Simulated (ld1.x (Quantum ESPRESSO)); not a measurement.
# An all-electron radial function and its pseudo partner (iron (Fe))

Columns: radius, all-electron u(r) and pseudo u(r) of the 4s shell (level -5.29 eV) of iron in the configuration [Ar] 3d6 4s2 4p0; PBE, scalar-relativistic, PAW scheme, ld1.x (Quantum ESPRESSO) 7.5.

| r (bohr) | all-electron | pseudo |
| --- | --- | --- |
| 0.208 | -0.1540 | -0.0734 |
| 0.415 | 0.1505 | -0.1463 |
| 0.622 | 0.2710 | -0.2188 |
| 0.830 | 0.1599 | -0.2905 |
| 1.038 | -0.0330 | -0.3601 |
| 1.245 | -0.2207 | -0.4257 |
| 1.453 | -0.3739 | -0.4858 |
| 1.660 | -0.4855 | -0.5377 |
| 1.868 | -0.5606 | -0.5798 |
| 2.075 | -0.6050 | -0.6096 |
| 2.282 | -0.6254 | -0.6258 |
| 2.490 | -0.6275 | -0.6275 |
| 2.698 | -0.6157 | -0.6157 |
| 2.905 | -0.5939 | -0.5939 |
| 3.113 | -0.5651 | -0.5651 |
| 3.320 | -0.5320 | -0.5320 |
| 3.528 | -0.4963 | -0.4963 |
| 3.735 | -0.4598 | -0.4598 |
| 3.943 | -0.4232 | -0.4232 |
| 4.150 | -0.3878 | -0.3878 |
| 4.358 | -0.3537 | -0.3537 |
| 4.565 | -0.3217 | -0.3217 |
| 4.773 | -0.2915 | -0.2915 |
| 4.980 | -0.2637 | -0.2637 |
| 5.188 | -0.2378 | -0.2378 |
| 5.395 | -0.2142 | -0.2142 |

How many radial nodes do the two functions have?

The all-electron 4s function has n − l − 1 = 3 (the table is too coarse to show those close to the nucleus); the pseudo-wave has 0, since the states of the same l below it are removed with the core.

At about which radius was the pseudo-wave matched?

2.45 bohr, where the columns begin to agree (steps of 0.21 bohr).

Is the pseudo-wave norm-conserving?

No, it belongs to a PAW set: the norm inside the radius is not constrained, and the difference is carried by the augmentation charge.
